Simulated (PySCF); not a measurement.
Input for PySCF: R-MP2/6-31G* on BClFH (SMILES FBCl), a point of a bond scan (R = 1.315 Å).

```python
from pyscf import gto, scf, dft, mp
from pyscf.data.elements import chemcore

mol = gto.M(
    atom='''
    B    -0.07933766   -0.65470035    0.43067308
    H    -0.79951848   -1.57852358    0.61104942
    F     1.03254535   -0.53452718    1.12257604
    Cl   -0.47627655    0.56839823   -0.75691760
    ''',
    basis='6-31g*',
    cart=True,
    charge=0, spin=0, verbose=3, max_memory=1800)
mf = scf.RHF(mol)
mf.conv_tol = 1e-8
mf.max_cycle = 100
mf.kernel()
if not mf.converged:
    mf = mf.newton().run(mf.mo_coeff, mf.mo_occ)
pt = mp.MP2(mf, frozen=chemcore(mol)).run()
```

### Question
Predict the final total energy.

### Answer
-584.6583 hartree.
